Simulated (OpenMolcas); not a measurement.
# W⁴⁺: the spin-orbit constant, worked from levels

- Program: OpenMolcas
- Basis: ANO-RCC-VQZP [9s8p6d4f3g2h]
- Scalar Hamiltonian: DKH2, point nucleus
- Active space: 2 electrons in 5 orbitals (5d)
- State averaging: 2S+1 = 3 even, 10 roots; 2S+1 = 1 even, 15 roots
- Spin-orbit coupling: state interaction with AMFI integrals over the reference wave functions, term energies averaged over their components

Methods: CASSCF; SS-CASPT2, IPEA 0.25 Eh, imaginary shift 0.1 Eh (closed shells correlated: 5s 5p). Measured levels: the list in J. Phys. B 45, 065001 (2012).

**The spin-orbit constant.** For the Hund term 3F of d2, E(J) = (A/2) J(J+1) + constant and ζ = 2S·A = 2A. From J = 2 to J = 4 the energy changes by 7 A.

```
   Source  E(4) - E(2)       A     ζ
   CASSCF      11565.5  1652.2  3304
SS-CASPT2      11716.8  1673.8  3348
 measured      11519.4  1645.6  3291
```

All in cm-1. SS-CASPT2 is off by +1.7 % and CASSCF by +0.4 %. Both methods take the spin-orbit matrix elements from the reference wave functions, so the second can move ζ only through the term energies and any multistate remixing. Second-order mixing with other terms is absorbed into this ζ.

Term energies are means over components that CASPT2 splits; among the terms shown or strongly mixed into the levels shown the widest spread is 400 cm-1 (5d2 3F, SS-CASPT2). Without dynamic correlation excited terms often stand tens of per cent too high (terms of higher spin than the ground term too low), and those without a measured partner can miss by more than the paired ones (holds for CASSCF). Measured partners are found by configuration, term and J. A level has none where our copy of the source lacks it or the pairing is in doubt (some pairs that miss far off the trend of their configuration count as doubtful), and it then counts in no deviation. Levels of configurations outside the active space are missing.
